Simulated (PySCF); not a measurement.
# Static response to an electric field

Compound: (HMg-mu-Br)2.
Structure used (PBE0-D3(BJ)/def2-SVP), in Å, numbered top down from 1:
```xyz
6
Br2H2Mg2 angstrom
Mg    -1.105    0.073    1.367
H     -2.170    0.149    2.677
Br     0.559   -1.686    0.548
Mg     1.106   -0.076   -1.367
H      2.171   -0.144   -2.677
Br    -0.560    1.683   -0.549
```

Level: CAM-B3LYP/def2-SVPD (PySCF), static field, nuclei fixed, core orbitals frozen in the response. The polarisability tensor in these axes (au):

```
x    90.34  -6.76 -13.33
y    -6.76  93.91  -4.79
z   -13.33  -4.79  96.74
```

Task: Diagonalise the tensor; give its mean and Δα, where Δα² is half the sum of the squared differences of the eigenvalues.

Result: Principal values 76.01, 97.72 and 107.27 au; mean 93.67 au = 13.88 Å³ = 15.44 × 10⁻⁴⁰ C²·m²/J; Δα = 27.74 au (30 % of the mean).

Task: What is the dipole moment?

Result: 0.02 D; point group D2h allows none, and the residue is numerical.

Task: Form Σ f/ω² (atomic units) for the 10 lowest TDDFT singlets, given as eV and f, and set it beside the mean polarisability, which is this sum over all singlets: 6.17, 0.1564; 6.18, 0.0000; 6.57, 0.5344; 6.73, 0.0001; 6.87, 0.0000; 6.97, 0.0000; 7.14, 0.2211; 7.26, 0.2269; 7.40, 0.1152; 7.42, 0.0000.

Result: They add up to 20.17 au, 21.5 % of the 93.67 au; the largest single term is 9.16 au, from the state at 6.57 eV. Terms in order: 3.05, 0.00, 9.16, 0.00, 0.00, 0.00, 3.21, 3.19, 1.56, 0.00 au. Higher excitations give the rest. The strengths listed sum to 1.254.

Task: Along which axes do the principal values lie, and how far do the nuclei extend along each?

Result: Largest value along (-0.63, 0.04, 0.78), where the nuclei span 6.90 Å; middle along (-0.30, 0.91, -0.29), 3.72 Å; least along (0.72, 0.42, 0.56), 0.00 Å. The response follows the extents in order.

Task: Find the Langevin capture rate constant for NO+ (29.998 u) meeting this molecule (207.822 u), k = 2.342 × 10⁻⁹ cm³/s × √(α in Å³ / reduced mass in u).

Result: The reduced mass is 26.21 u, so k = 1.70 × 10⁻⁹ cm³/s.

The structure is a single PBE0-D3(BJ)/def2-SVP conformer in the gas phase; no vibrational or solvent corrections. The calculation is non-relativistic, for bromine too.
